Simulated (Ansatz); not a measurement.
Total energies of `N=C(F)O[SiH3]`.

Z-matrix (Å, degrees):
```
Si
O 1 1.675
H 1 1.475 2 104.6
H 1 1.483 2 109.3 3 119.9
H 1 1.483 2 109.2 3 -120.0
C 2 1.328 1 124.3 3 179.7
F 6 1.318 2 108.4 1 -179.4
N 6 1.250 2 132.2 1 0.6
H 8 1.014 6 113.3 2 0.0
```

Charge 0, multiplicity 1. Geometry: relaxed with PBE0-D4/def2-TZVP. It is one conformer, not always the lowest. Basis def2-TZVPP, Ansatz 0.2.0.

RPA on PBE orbitals: Hartree–Fock energy of these orbitals -557.96871 Eh, correlation -1.51832 Eh (frozen core).

| functional | kind | energy without D4 (Eh) | D4 term (kJ/mol) |
| --- | --- | --- | --- |
| LDA (SPW92) | LDA | -556.83443 | – |
| PBE | GGA | -559.53229 | -16.6 |
| revPBE | GGA | -559.82082 | -54.7 |
| BLYP | GGA | -559.91975 | -37.3 |
| r2SCAN | meta-GGA | -559.81550 | -4.0 |
| B97M-V | meta-GGA with VV10 | -559.82876 | – |
| PBE0 | global hybrid, 25 % exact exchange | -559.56228 | -13.9 |
| B3LYP | global hybrid, 20 % | -559.99469 | -26.8 |
| r2SCANh | meta-GGA hybrid, 10 % | -559.79757 | -4.3 |
| r2SCAN0 | meta-GGA hybrid, 25 % | -559.77205 | -4.7 |
| HSE06 (plane-wave form) | screened hybrid | -559.54360 | -12.9 |
| BHLYP | global hybrid, 50 % | -559.84303 | -19.4 |
| CAM-B3LYP | range-separated hybrid | -559.89038 | -14.0 |
| LC-ωPBE | long-range corrected hybrid | -559.71828 | – |
| ωB97X-V | range-separated hybrid GGA with VV10 | -559.83696 | – |
| ωB97M-V | range-separated hybrid meta-GGA with VV10 | -559.87034 | – |
| B2PLYP | double hybrid | -559.67504 | – |
| PBE-QIDH | double hybrid | -559.44060 | – |

B3LYP takes the VWN-RPA correlation (the form of Gaussian; ORCA's B3LYP/G). HSE06 is the plane-wave form, built on full-range PBE exchange. The double hybrids freeze the cores in their second-order part.

LC-ωPBE has ω = 0.4 bohr⁻¹.
